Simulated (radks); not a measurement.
Task: The table gives one normalised radial function P(r) = r R(r) (large component) of Ta6+ in [Xe] 4f13 (r in bohr). Calculated with a radial shooting solver on a logarithmic mesh with Libxc functionals: Dirac Kohn-Sham, PBE, spin-unpolarised, spherical densities, point nucleus; open shells are shared between the two j in proportion to 2j + 1.

r,P
0.0006898,0.0481
0.0009054,0.0595
0.001198,0.0735
0.001572,0.0897
0.002064,0.1082
0.002709,0.1287
0.003585,0.1508
0.004705,0.1711
0.006176,0.1868
0.008171,0.1923
0.01073,0.1799
0.01408,0.1413
0.01848,0.0692
0.02445,-0.0403
0.03209,-0.1658
0.04212,-0.2715
0.05574,-0.2950
0.07316,-0.1750
0.09603,0.0836
0.126,0.3562
0.1668,0.4121
0.2189,0.0959
0.2873,-0.4101
0.3802,-0.6281
0.499,-0.2179
0.655,0.5542
0.8597,1.0992
1.138,1.0755
1.493,0.6611
1.96,0.2576
2.593,0.0563
3.404,0.0065

Which n and l does it have? It may be an empty orbital.

Result: n = 5, l = 0: the number of nodes gives n - l - 1 = 4, the rise at small r points to l (this Dirac orbital starts as r^gamma with gamma = sqrt((l + 1)^2 - (Z/c)^2) = 0.85; the j = 1/2 orbital of l + 1 starts with the same power, but with a smaller coefficient, and then steepens), and the extent must fit the shell. The curve is that of 5s1/2. 5s1/2: eigenvalue -150.60 eV, 4 radial nodes at r = 0.0223, 0.0888, 0.231, 0.541 bohr, <r> = 1.06 bohr, 90 % of the charge inside 1.52 bohr.
